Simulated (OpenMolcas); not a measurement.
CH3ClFIn (SMILES [CH3][In]([F])[Cl]): the HOMO–LUMO gap, rung by rung

CH3ClFIn: 7 atoms, total charge 0, spin state singlet. SMILES: `[CH3][In]([F])[Cl]`. The shape is that of a PBE0-D4/def2-TZVP optimisation.

Quantity: the HOMO–LUMO gap, in eV. The values are calculated.

| level | kind | program | value (eV) | CPU time |
| --- | --- | --- | --- | --- |
| SVWN5/def2-SVP (core potential) | LDA | OpenMolcas | 4.74 | 36 s |
| BLYP/def2-SVP (core potential) | GGA | OpenMolcas | 4.71 | 45 s |
| PBE/def2-SVP (core potential) | GGA | OpenMolcas | 4.86 | 47 s |
| revPBE/def2-SVP (core potential) | GGA | OpenMolcas | 4.92 | 43 s |
| TPSS/def2-SVP (core potential) | meta-GGA | OpenMolcas | 5.12 | 55 s |
| B3LYP/def2-SVP (core potential) | global hybrid | OpenMolcas | 6.55 | 39 s |
| PBE0/def2-SVP (core potential) | global hybrid | OpenMolcas | 7.17 | 40 s |
| B2PLYP/def2-SVP (core potential) | double hybrid | OpenMolcas | 9.42 | 30 s |

The values span 4.71 to 9.42 eV. Orbital gaps aren't excitation energies, and those of double hybrids come from the SCF part alone; they tend to grow with the share of exact exchange. CPU times are rough (shared hosts, several kinds of processor and program).
